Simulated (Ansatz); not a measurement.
A nudged elastic band was laid between two geometries of ClGaH$_{4}$S (7 atoms, charge 0, multiplicity 1).

Method: Ansatz 0.2.0, RHF/def2-SVP.

```yaml
movable_images: 7
climbing_image: yes
spring: 5.0 eV/Å²
optimiser: quadratic models (default)
start_path: through a guess of the saddle point
force_threshold: 0.03 eV/Å
iteration_limit: 60
end_points: relaxed
```

Image 0:

```xyz
7
Properties=species:S:1:pos:R:3
Ga 0.019 0.085 0.024
Cl -0.426 0.591 2.121
H 1.515 0.271 -0.391
H -1.231 0.027 -0.916
S 0.154 -2.680 0.471
H -1.120 -2.850 0.833
H 0.611 -2.592 1.723
```

Image 8:

```xyz
7
Properties=species:S:1:pos:R:3
Ga 0.062 -0.523 -0.443
Cl 0.046 0.019 2.788
H 1.432 0.205 -0.620
H -1.359 0.070 -0.717
S 0.198 -2.708 0.048
H -1.112 -2.972 0.046
H 0.256 -1.239 2.763
```

**Question.** What changes between the two ends?

**Answer.** Bonds broken: Ga1–Cl2, S5–H7. Bonds formed: Ga1–S5, Cl2–H7. ClGaH4S becomes ClH + GaH3S.

**Question.** What energy profile does the band end with?

**Answer.** The forces met the threshold. The highest image is number 5 of 0 to 8, 118.7 kJ/mol above the first end and 56.3 kJ/mol above the last; the last end lies 62.4 kJ/mol above the first. A vibrational analysis at the climbing image gives one clearly imaginary mode, 1296i cm⁻¹: a first-order saddle point. The orbitals stay closed-shell, which can raise the energy where a bond breaks towards radicals; this wasn't checked here.

```json
{"image": "0", "path coordinate (Å)": "0.00", "energy (kJ/mol)": "0.0", "Ga1–Cl2 (Å)": "2.20", "S5–H7 (Å)": "1.34", "Ga1–S5 (Å)": "2.80"}
{"image": "1", "path coordinate (Å)": "0.39", "energy (kJ/mol)": "0.3", "Ga1–Cl2 (Å)": "2.20", "S5–H7 (Å)": "1.34", "Ga1–S5 (Å)": "2.81"}
{"image": "2", "path coordinate (Å)": "0.77", "energy (kJ/mol)": "2.3", "Ga1–Cl2 (Å)": "2.21", "S5–H7 (Å)": "1.33", "Ga1–S5 (Å)": "2.78"}
{"image": "3", "path coordinate (Å)": "1.16", "energy (kJ/mol)": "15.3", "Ga1–Cl2 (Å)": "2.24", "S5–H7 (Å)": "1.34", "Ga1–S5 (Å)": "2.69"}
{"image": "4", "path coordinate (Å)": "1.55", "energy (kJ/mol)": "59.7", "Ga1–Cl2 (Å)": "2.36", "S5–H7 (Å)": "1.40", "Ga1–S5 (Å)": "2.53"}
{"image": "5", "path coordinate (Å)": "1.93", "energy (kJ/mol)": "118.7", "Ga1–Cl2 (Å)": "2.53", "S5–H7 (Å)": "1.71", "Ga1–S5 (Å)": "2.41"}
{"image": "6", "path coordinate (Å)": "2.39", "energy (kJ/mol)": "80.9", "Ga1–Cl2 (Å)": "2.81", "S5–H7 (Å)": "2.22", "Ga1–S5 (Å)": "2.30"}
{"image": "7", "path coordinate (Å)": "2.84", "energy (kJ/mol)": "64.9", "Ga1–Cl2 (Å)": "3.10", "S5–H7 (Å)": "2.66", "Ga1–S5 (Å)": "2.26"}
{"image": "8", "path coordinate (Å)": "3.30", "energy (kJ/mol)": "62.4", "Ga1–Cl2 (Å)": "3.28", "S5–H7 (Å)": "3.09", "Ga1–S5 (Å)": "2.24"}
```

**Question.** What is the geometry of the highest image?

**Answer.** 
```xyz
7
Properties=species:S:1:pos:R:3:forces:R:3
Ga 0.089 -0.302 -0.148 0.00 0.01 -0.01
Cl -0.073 -0.090 2.365 0.00 0.00 0.01
H 1.493 0.261 -0.512 -0.01 0.00 0.00
H -1.332 0.020 -0.699 0.00 0.00 0.00
S 0.270 -2.602 0.548 0.00 0.00 0.01
H -1.027 -2.916 0.453 0.01 0.00 0.00
H 0.101 -1.519 1.857 0.00 0.00 0.00
```

**Question.** What are the harmonic wavenumbers there?

**Answer.** 1296i, 210, 295, 364, 368, 450, 464, 691, 723, 774, 1060, 1183, 2105, 2112, 2856 cm⁻¹.

Run time: 2.7 min on 1 thread of Arm Neoverse V1, on a shared host, peak memory 0.18 GiB.
